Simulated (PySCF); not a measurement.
**Static response to an electric field**

C4H10SSi.
Structure used (GFN2-xTB), in Å, numbered top down from 1:
```
atom  x, y, z in Å
Si1    2.298   -0.547   -0.469
C2     0.668    0.113   -1.205
C3    -0.245    0.698   -0.159
C4    -0.889   -0.278    0.829
C5    -2.314    0.259    0.708
S6    -1.906    1.252   -0.776
H7     2.019   -1.636    0.469
H8     3.129   -1.037   -1.567
H9     2.972    0.543    0.238
H10    0.139   -0.683   -1.735
H11    0.892    0.883   -1.946
H12    0.226    1.548    0.339
H13   -0.819   -1.303    0.464
H14   -0.473   -0.239    1.836
H15   -2.616    0.913    1.524
H16   -3.089   -0.478    0.515
```

Level: PBE0/def2-SVPD (PySCF), static field, nuclei fixed, core orbitals frozen in the response. The polarisability tensor in these axes (au):

```
x   111.46 -10.49  -2.77
y   -10.49  84.75  -4.60
z    -2.77  -4.60  87.15
```

Question: Give the principal values, the mean and the anisotropy Δα = √{½[(α1 − α2)² + (α2 − α3)² + (α1 − α3)²]}.

Answer: Principal values 78.07, 90.16 and 115.13 au; mean 94.45 au = 14.00 Å³ = 15.57 × 10⁻⁴⁰ C²·m²/J; Δα = 32.74 au (35 % of the mean).

Question: What is the dipole moment, and where does it point?

Answer: (0.63, -0.97, 1.17) D, 1.64 D in size, pointing from the negative to the positive side. Measured along this direction, the outermost atoms are S6 at the negative end and H7 at the positive end.

Question: What molar refraction does this α imply?

Answer: Lorentz–Lorenz: R = (4π/3)N_A α = 2.5225 cm³/(mol·Å³) × 14.00 Å³ = 35.3 cm³/mol, in the limit of long wavelengths.

Question: Along which axes do the principal values lie, and how far do the nuclei extend along each?

Answer: Largest value along (0.95, -0.32, -0.04), where the nuclei span 6.19 Å; middle along (-0.13, -0.49, 0.86), 3.99 Å; least along (0.30, 0.81, 0.50), 2.88 Å. The response follows the extents in order.

Question: Find the Langevin capture rate constant for NO+ (29.998 u) meeting this molecule (118.027 u), k = 2.342 × 10⁻⁹ cm³/s × √(α in Å³ / reduced mass in u).

Answer: The reduced mass is 23.92 u, so k = 1.79 × 10⁻⁹ cm³/s. The formula leaves out the permanent dipole, which adds to the capture rate.

Question: Traceless (Buckingham) quadrupole moment about the centre of nuclear charge: eigenvalues?

Answer: -8.03, 1.39, 6.64 D·Å. The values depend on the origin, since the dipole doesn't vanish. The electronic extent ⟨r²⟩ about the same centre is 1158 bohr², a root-mean-square distance of 2.25 Å for the 64 electrons.

Question: In TDDFT the mean static polarisability is Σ f/ω² over all singlet excitations (ω in hartree). How much of it do the 6 lowest give? Their energies (eV) and oscillator strengths: 4.44, 0.0001; 5.80, 0.0312; 5.98, 0.0178; 6.31, 0.0143; 6.42, 0.0246; 6.56, 0.0144.

Answer: They add up to 2.01 au, 2.1 % of the 94.45 au; the largest single term is 0.69 au, from the state at 5.80 eV. Terms in order: 0.00, 0.69, 0.37, 0.27, 0.44, 0.25 au. Higher excitations give the rest. The strengths listed sum to 0.102.

Geometry: GFN2-xTB, one conformer, isolated molecule.
